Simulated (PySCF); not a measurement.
**Palladium: a sound run and one with changed settings**

Sound run: Pd [Kr] 4d10, Pd⁺ [Kr] 4d9. Computed with PySCF 2.14 in def2-TZVP with the def2 core potential (28 electrons), with a scalar-relativistic core potential. In the sound run the correlated levels freeze 4s2 4p6 outside the core potential. The sound run starts from symmetry-adapted Hartree-Fock orbitals and uses a fine grid where one is needed.

Changed run: all electrons correlated in a basis built for the valence shell.

```tsv
species	method	sound run (hartree)	changed run (hartree)	converged
Pd	MP2	-127.29818	-127.48391	yes
Pd⁺	MP2	-127.00486	-127.18662	yes
```

Ionisation energy of Pd:

| method | sound run (eV) | changed run (eV) |
| --- | --- | --- |
| UHF | 6.281 | 6.281 |
| MP2 | 7.982 | 8.090 |
| SCS-MP2 | 7.805 | 7.843 |

A valence basis has no tight correlating functions, so it recovers only part of the core correlation, and not evenly between atom and ion.

For comparison, NIST gives 8.337 eV between the lowest levels.
